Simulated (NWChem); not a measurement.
Two isomers of C₄H₅N, each optimised at PBE0/def2-SVP with NWChem. Flexible species stand in one conformer each, which need not be the lowest. 

A: N1CC=CC=1
B: C#C/C=N/C

Task: Which is lower in energy, by how much, and how do their other properties compare?

Result: A is lower by 44.5 kcal/mol in electronic energy; with zero-point energies, B − A = 42.1 kcal/mol.
|  | A | B |
|---|---|---|
| highest occupied level (eV) | -7.37 | -7.51 |
| orbital gap (eV) | 6.44 | 6.33 |
| dipole (D) | 2.05 | 1.39 |
| highest harmonic frequency (cm⁻¹) | 3266 | 3488 |
| zero-point energy (kcal/mol) | 51.3 | 48.9 |
